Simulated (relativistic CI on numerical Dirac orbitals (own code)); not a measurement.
# Fe⁴⁺ in a cubic cluster: 3s photoemission with charge transfer

Computed with a charge-transfer multiplet model of a cubic metal-ligand cluster with up to 2 ligand holes, Slater and spin-orbit integrals from Dirac-Coulomb-Breit ions, Slater integrals scaled by 0.7. The ground state mixes d4 with configurations of k ligand holes L, whose averages lie at kΔ + k(k − 1)U_dd/2; a core hole lowers each added d electron by U_cd. 20 K, Lorentzian 1.4 eV and Gaussian 0.8 eV FWHM.

Atomic integrals in eV (Slater integrals scaled, ζ unscaled), ground: F2dd 9.078, F4dd 5.706, zeta_d 0.064; with the core hole: F2dd 9.724, F4dd 6.140, zeta_d 0.072, G2cd 9.413.

Cluster parameters (eV): Δ = -0.6, U_dd = 5.9, 10Dq = 0.45, 10Dq(ligand) = 0.3, V(eg) = 1.45, V(t2g) = -0.63, final-state hopping factor = 1.

| Case | n_d | d4 | d5L | d6L2 | S |
| --- | --- | --- | --- | --- | --- |
| U_cd = 6.4 eV | 4.89 | 0.18 | 0.75 | 0.07 | 2.00 |
| U_cd = 7.6 eV | 4.89 | 0.18 | 0.75 | 0.07 | 2.00 |
| U_cd = 9.4 eV | 4.89 | 0.18 | 0.75 | 0.07 | 2.00 |

Weights, n_d and S are thermal averages at 20 K. Binding energies count from the first peak over 30 % of the highest in each spectrum, which can be another peak from case to case. The parameters are a model scan and need not match a compound or its usual spin state. Peaks in eV (height, largest 100):
- U_cd = 6.4 eV: 0.0 (100), 6.3 (15), 10.4 (64), 15.5 (15)
- U_cd = 7.6 eV: 0.0 (100), 5.8 (18), 10.2 (61), 15.1 (26)
- U_cd = 9.4 eV: 0.0 (100), 5.1 (34), 9.9 (60), 15.4 (43), 26.5 (7)

For the case U_cd = 7.6 eV, Δ = -0.6 eV is smaller than U_dd = 5.9 eV, the charge-transfer side of the Zaanen-Sawatzky-Allen scheme (negative Δ: between configuration averages a ligand hole costs less than the nominal valence; multiplet and field energies can change this for the lowest states). With the core hole the configuration with one ligand hole lies at Δ − U_cd = -7.0, -8.2, -10.0 eV from the one without, in the order of the table; where this is negative the screened configuration lies lower.

With at most 2 ligand holes the space is cut while the next configuration still counts, so covalency is underestimated, and a final configuration with one more ligand hole, which can lie low, is missing from the spectra.

Without intra-shell correlation the exchange splitting of the 3s hole comes out too large.
